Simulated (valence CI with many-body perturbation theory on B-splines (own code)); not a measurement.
# Ba VIII: calculated level list

Calculated by valence CI with perturbative core correlation (CI+MBPT): three valence electrons over a frozen Dirac-Fock core [Kr] 4d10, radial functions for each j: 7 s, 7 p, 7 d, 7 f, 4 g, 2 h, with the one-electron correlation potential Σ1 (screened to all orders), the two-electron term Σ2, the three-electron term Σ3, Breit, model QED; selected single and double excitations, second order for the rest, scaled by the run's own slope (own B-spline code, finite nucleus).

Against 28 measured levels this calculation errs by 443 cm⁻¹ on average and by 1130 at most. These come from a selection out of Sansonetti and Curry, J. Phys. Chem. Ref. Data 39, 043103 (2010). Levels without a partner in it may be off by more, other configurations by several thousand cm⁻¹. 2 measured levels below the end of the list, from 249919 cm⁻¹ on, found no clear computed partner, and computed levels of the same name lie up to 8909 cm⁻¹ from them.

Levels 1 to 33 of 33, with energies above the lowest level, 5s2 5p 2P°_1/2. "Leading %" is the weight of the configuration and term that name the level; weights of strongly mixed levels are sums over their largest components and can fall short, so below about 35 % the name and the second component can differ from the true leading terms, or belong to a minority configuration. In the jj column 3d3/2^4 stands for four electrons in 3d with j = 3/2. Lifetimes count E1, E2, E3, M1 and M2 decay at the calculated energies, and are blank where another channel may lead or the interval is too uncertain; long ones can be off by a factor of two.

```
No.  Configuration  Term     J  E (eV)  Leading %  Lifetime  Second component              Leading jj
  1         5s2 5p   2P°   1/2   0.000         98                                   5s^2 5p1/2 (98 %)
  2         5s2 5p   2P°   3/2   2.926         98   8.36 ms                         5s^2 5p3/2 (98 %)
  3         5s 5p2    4P   1/2  14.338         91   6.51 ns     7 % 5s 5p2 2S       5s 5p1/2^2 (70 %)
  4         5s 5p2    4P   3/2  15.903         98   44.6 ns                     5s 5p1/2 5p3/2 (95 %)
  5         5s 5p2    4P   5/2  17.046         81   7.24 ns    17 % 5s 5p2 2D   5s 5p1/2 5p3/2 (74 %)
  6         4f 5s2   2F°   5/2  17.078         98                                   4f5/2 5s^2 (98 %)
  7         4f 5s2   2F°   7/2  17.239         98    586 μs                         4f7/2 5s^2 (98 %)
  8         5s 5p2    2D   3/2  19.550         85    414 ps     6 % 5s 5p2 2P   5s 5p1/2 5p3/2 (78 %)
  9         5s 5p2    2D   5/2  20.539         74   1.07 ns    18 % 5s 5p2 4P       5s 5p3/2^2 (71 %)
 10         5s 5p2    2P   1/2  21.696         65   79.6 ps    27 % 5s 5p2 2S   5s 5p1/2 5p3/2 (63 %)
 11         5s 5p2    2S   1/2  24.706         64    105 ps    31 % 5s 5p2 2P       5s 5p3/2^2 (84 %)
 12         5s 5p2    2P   3/2  24.890         90   58.8 ps     4 % 5s 5p2 2D       5s 5p3/2^2 (74 %)
 13         5s2 5d    2D   3/2  28.634         82   41.4 ps   7 % 4f 5s 5p 2D       5s^2 5d3/2 (82 %)
 14         5s2 5d    2D   5/2  29.089         83   49.5 ps   7 % 4f 5s 5p 2D       5s^2 5d5/2 (83 %)
 15       4f 5s 5p    4G   5/2  30.347         64   2.45 ns  21 % 4f 5s 5p 4F   4f5/2 5s 5p1/2 (93 %)
 16       4f 5s 5p    4F   7/2  30.581         49   50.1 ns  40 % 4f 5s 5p 4G   4f7/2 5s 5p1/2 (68 %)
 17       4f 5s 5p    4F   3/2  31.024         87    701 ps   6 % 4f 5s 5p 4D   4f5/2 5s 5p1/2 (65 %)
 18       4f 5s 5p    4F   5/2  31.087         48   1.61 ns  27 % 4f 5s 5p 2F   4f7/2 5s 5p1/2 (51 %)
 19       4f 5s 5p    2F   7/2  31.099         48   5.64 ns  21 % 4f 5s 5p 4D   4f5/2 5s 5p1/2 (51 %)
 20       4f 5s 5p    4F   9/2  31.129         54   12.9 ns  39 % 4f 5s 5p 4G   4f7/2 5s 5p1/2 (76 %)
 21       4f 5s 5p    2F   5/2  31.981         51   2.12 ns  24 % 4f 5s 5p 4G   4f5/2 5s 5p1/2 (40 %)
 22       4f 5s 5p    2G   7/2  32.226         30   7.56 ns  25 % 4f 5s 5p 2F   4f7/2 5s 5p1/2 (61 %)
 23       4f 5s 5p    4G   9/2  33.080         57    237 ns  42 % 4f 5s 5p 4F   4f7/2 5s 5p3/2 (64 %)
 24       4f 5s 5p    4D   7/2  33.298         38   9.02 ns  34 % 4f 5s 5p 4F   4f5/2 5s 5p3/2 (61 %)
 25       4f 5s 5p    4G  11/2  33.408        100                              4f7/2 5s 5p3/2 (100 %)
 26       4f 5s 5p    4D   5/2  33.672         71   4.27 ns  21 % 4f 5s 5p 4F   4f5/2 5s 5p3/2 (72 %)
 27       4f 5s 5p    4D   3/2  33.971         91   10.9 ns   8 % 4f 5s 5p 4F   4f5/2 5s 5p3/2 (88 %)
 28       4f 5s 5p    2G   7/2  34.025         49   4.38 ns  29 % 4f 5s 5p 2F   4f7/2 5s 5p3/2 (69 %)
 29       4f 5s 5p    4D   1/2  34.140        100   9.72 μs                    4f5/2 5s 5p3/2 (100 %)
 30       4f 5s 5p    2D   5/2  34.890         68    695 ps  17 % 4f 5s 5p 2F   4f7/2 5s 5p3/2 (65 %)
 31       4f 5s 5p    2G   9/2  35.086         95    623 ns                     4f5/2 5s 5p3/2 (63 %)
 32            5p3   4S°   3/2  35.828         37    128 ps      29 % 5p3 2D°    5p1/2^2 5p3/2 (84 %)
 33       4f 5s 5p    2D   3/2  35.903         92    615 ps                     4f7/2 5s 5p3/2 (85 %)
```

Names give the largest LS component (configuration and term), which can be under half, so a name can repeat, a term be missing and a line seem to break the LS rules; names also repeat where a configuration has a term twice.

The ionisation energy to 5s2 1S_0 of the next ion comes out as 101.29 eV (NIST: 101 ± 2.1 eV (theoretical)). All 33 levels together are meant to be complete up to 36.488 eV.
